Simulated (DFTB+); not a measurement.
DFTB+ input (SCC-DFTB): The folder sk holds the Slater-Koster set scc that CP2K ships.

```
Geometry = xyzFormat {
6

C      1.19116500     0.02436500     0.00315700
C     -0.01664900    -0.30007500     0.51891400
O     -1.07559000     0.18044300    -0.35335900
H      1.32540900     0.57277600    -0.94124700
H      2.09861000    -0.26004900     0.53013000
H     -1.86639600    -0.10200400     0.10556400
}
Driver = GeometryOptimization {
  Optimizer = Rational {}
  MaxSteps = 500
  OutputPrefix = "geo_end"
  Convergence { GradElem = 1e-5 }
}
Hamiltonian = DFTB {
  SCC = Yes
  SCCTolerance = 1e-8
  MaxSCCIterations = 300
  Charge = -1
  SlaterKosterFiles = Type2FileNames {
    Prefix = "sk/"
    Separator = ""
    Suffix = ".spl"
    LowerCaseTypeName = Yes
  }
  MaxAngularMomentum {
    C = "p"
    H = "s"
    O = "p"
  }
  Filling = Fermi { Temperature [K] = 0 }
}
ParserOptions { ParserVersion = 14 }
```

From the output:

```
    5      -0.04065092
    6       0.20599433

Nr. of electrons (up):     18.00000000
Atom populations (up)
 Atom       Population
    1       4.29656220
    2       4.41756871
    3       6.43123991
    4       1.01997260
    5       1.04065092
    6       0.79400567

l-shell populations (up)
 Atom Sh.   l       Population
    1   1   0       1.24293271
    1   2   1       3.05362949
    2   1   0       1.51012240
    2   2   1       2.90744631
    3   1   0       1.75724172
    3   2   1       4.67399818
    4   1   0       1.01997260
    5   1   0       1.04065092
    6   1   0       0.79400567

Orbital populations (up)
 Atom Sh.   l   m       Population  Label
    1   1   0   0       1.24293271  s
    1   2   1  -1       1.16736395  p_y
    1   2   1   0       0.96370062  p_z
    1   2   1   1       0.92256492  p_x
    2   1   0   0       1.51012240  s
    2   2   1  -1       0.93601243  p_y
    2   2   1   0       1.16026703  p_z
    2   2   1   1       0.81116685  p_x
    3   1   0   0       1.75724172  s
    3   2   1  -1       1.83272729  p_y
    3   2   1   0       1.66697533  p_z
    3   2   1   1       1.17429556  p_x
    4   1   0   0       1.01997260  s
    5   1   0   0       1.04065092  s
    6   1   0   0       0.79400567  s

Fermi level:                         0.2017197830 H            5.4891 eV
Band energy:                        -1.9889550720 H          -54.1222 eV
TS:                                  0.0000000000 H            0.0000 eV
Band free energy (E-TS):            -1.9889550720 H          -54.1222 eV
Extrapolated E(0K):                 -1.9889550720 H          -54.1222 eV
Input / Output electrons (q):     18.0000000000     18.0000000000

Energy H0:                          -8.1147093288 H         -220.8125 eV
Energy SCC:                          0.1876438355 H            5.1060 eV
Total Electronic energy:            -7.9270654933 H         -215.7064 eV
Repulsive energy:                    0.1410132560 H            3.8372 eV
Total energy:                       -7.7860522373 H         -211.8693 eV
Extrapolated to 0:                  -7.7860522373 H         -211.8693 eV
Total Mermin free energy:           -7.7860522373 H         -211.8693 eV
Force related energy:               -7.7860522373 H         -211.8693 eV

Non-constrained calculation

SCC converged

Full geometry written in geo_end.{xyz|gen}

Warning: dipole moment is not defined absolutely!
Dipole moment:   -0.73832972    0.05262291   -0.11923356 au
Dipole moment:   -1.87664712    0.13375409   -0.30306149 Debye

Geometry converged
```

The dipole moment of an ion depends on the origin.

The geometry given is a B3LYP-D3(BJ)/def2-TZVP minimum.
